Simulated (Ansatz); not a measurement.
How methods differ on BBrF2 (SMILES FB(F)Br)

The species is BBrF2 (4 atoms), meant as a singlet with charge 0. As SMILES, `FB(F)Br`. Geometry: relaxed at PBE0-D4/def2-TZVP.

Each level gives the atomisation enthalpy at 298 K (kJ/mol). The values are calculated. The thermal term (zero-point and 298 K enthalpy, harmonic and unscaled) is that of PBE0-D4/def2-TZVP; the spin-orbit lowering of the free atoms at 298 K, 17.3 kJ/mol by their spectra, is taken off.

**The experiment to reproduce.** NIST-JANAF tables; in doubt, as an older value, an estimate or one at odds with other calculations gives the atomisation enthalpy at 298 K of the gas as 1661 kJ/mol.

```tsv
level	kind	program	value (kJ/mol)	computed − measured	CPU time (all runs)
SVWN5/aug-cc-pVDZ	LDA	Ansatz	1911	+250	8.5 s
PBE/aug-cc-pVDZ	GGA	Ansatz	1664	+3	13 s
r2SCAN/aug-cc-pVDZ	meta-GGA	Ansatz	1634	-27	39 s
B3LYP/aug-cc-pVDZ	global hybrid	Ansatz	1583	-78	12 s
wB97X/aug-cc-pVDZ	range-separated hybrid	Ansatz	1602	-59	45 s
B2PLYP/aug-cc-pVDZ	double hybrid	Ansatz	1583	-78	17 s
RPA@PBE0/aug-cc-pVDZ	RPA	Ansatz	1461	-200	22 s
MP2/aug-cc-pVDZ	perturbation theory	Ansatz	1622	-39	6.3 s
CCSD(T)/aug-cc-pVDZ	coupled cluster or CI	Ansatz	1521	-140	27 s
```

Nearest: PBE/aug-cc-pVDZ (+3 kJ/mol); farthest: SVWN5/aug-cc-pVDZ (+250 kJ/mol). Computed less measured by kind, in kJ/mol (of the ab initio rows, those in aug-cc-pVDZ): LDA +250; GGA +3; meta-GGA -27; global hybrid -78; range-separated hybrid -59; double hybrid -78; RPA -200; perturbation theory -39; coupled cluster or CI -140. Wave-function methods converge slowly with the basis and bind too weakly in sets of this size; that is part of their error here. The measured heats of formation of B, Si, Al and metal atoms are uncertain by some kJ/mol each. All-electron rows without a relativistic Hamiltonian named are non-relativistic. In the correlated wave-function rows the outer d shell of Br is correlated, in sets not made for it. In so small a basis fixed costs decide the times, and correlated methods can beat functionals. Times are those of the runs behind each value, whatever else they computed, on shared processors of several kinds: orders of magnitude only.
